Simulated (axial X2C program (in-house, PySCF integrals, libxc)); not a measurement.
# Spin–orbit effects along a row: molecules with Li (ions), PBE0

All values come from calculations with an in-house all-electron X2C program for linear molecules (integrals from PySCF), spin-free (one-electron X2C) or two-component (2c: spin–orbit coupling with atomic mean-field Coulomb and Gaunt terms, which also bring small scalar terms), in Dyall basis sets with cores contracted in-house; open shells are unrestricted.

Basis sets: B dyall-v3z, Be dyall-cv3z, C dyall-v3z, F dyall-av3z, Li dyall-cv3z, N dyall-av3z, O dyall-av3z.

| molecule | spin-free state | Re (Å) | ωe (cm⁻¹) | De (eV) | 2c state | Re 2c (Å) | ωe 2c (cm⁻¹) | De 2c (eV) |
| --- | --- | --- | --- | --- | --- | --- | --- | --- |
| LiBe⁺ | M_S = 0, Λ = 0 | 2.595 | 331.4 | 0.71 | Ω = 0 | 2.595 | 331.4 | 0.71 |
| LiB⁺ | M_S = 1/2, Λ = 0 | 2.462 | 338.9 | 0.89 | Ω = 1/2 | 2.463 | 338.9 | 0.89 |
| LiC⁺ | M_S = 1, Λ = 1 | 2.288 | 328.2 | 0.42 | Ω = 2 | 2.288 | 328.1 | 0.42 |
| LiN⁺ | M_S = 3/2, Λ = 0 | 2.221 | 270.7 | 0.24 | Ω = 3/2 | 2.221 | 270.7 | 0.24 |
| LiO⁺ | M_S = 1, Λ = 0 | 2.073 | 362.5 | 0.52 | Ω = 1 | 2.073 | 362.5 | 0.52 |
| LiF⁺ | M_S = 1/2, Λ = 1 | 2.025 | 307.3 | 0.12 | Ω = 3/2 | 2.025 | 307.3 | 0.13 |

(1) Work out the shifts from the spin-free to the two-component result.

Fragments in 2c: Be + Li+, B + Li+, C + Li+, N + Li+, O + Li+, F + Li+. Each entry is the lowest single determinant of a limited PBE0 search at one distance. De goes to single-determinant-based atoms at the same level (for ions the charge split of lowest energy) and is withheld (n/a) where an atom does not fit its ground term or J level. Main or longest-lived isotopes. One determinant is a doubtful description, or other states lie close, for LiC⁺, LiN⁺, LiO⁺, LiF⁺; these need not be ground states, and all values refer to the states named. Some open-shell Ω = 0 determinants are out of reach, so the Ω given for LiC⁺, LiO⁺ need not be the lowest component. With several unpaired electrons the Ω given is that of one determinant, not necessarily of the lowest component. Some light 2c atoms are not at their ground J level, so De misses part of their lowering (0.04 eV or less). The functionals have no current term, which raises determinants with orbital currents. Where the atoms have a lower orbital projection than the molecule, De at mean-field level may be about a tenth of an eV too small.

Answers

(1) 

```json
{"molecule": "LiBe⁺", "2c state": "Ω = 0", "ΔRe (Å)": "0.000", "Δωe (cm⁻¹)": "0.0", "ΔDe (eV)": "0.00"}
{"molecule": "LiB⁺", "2c state": "Ω = 1/2", "ΔRe (Å)": "0.001", "Δωe (cm⁻¹)": "0.0", "ΔDe (eV)": "0.00"}
{"molecule": "LiC⁺", "2c state": "Ω = 2", "ΔRe (Å)": "0.000", "Δωe (cm⁻¹)": "-0.1", "ΔDe (eV)": "0.00"}
{"molecule": "LiN⁺", "2c state": "Ω = 3/2", "ΔRe (Å)": "0.000", "Δωe (cm⁻¹)": "0.0", "ΔDe (eV)": "0.00"}
{"molecule": "LiO⁺", "2c state": "Ω = 1", "ΔRe (Å)": "0.000", "Δωe (cm⁻¹)": "0.0", "ΔDe (eV)": "0.00"}
{"molecule": "LiF⁺", "2c state": "Ω = 3/2", "ΔRe (Å)": "0.000", "Δωe (cm⁻¹)": "0.0", "ΔDe (eV)": "0.01"}
```

Shifts of one unit in the last digit are rounding.
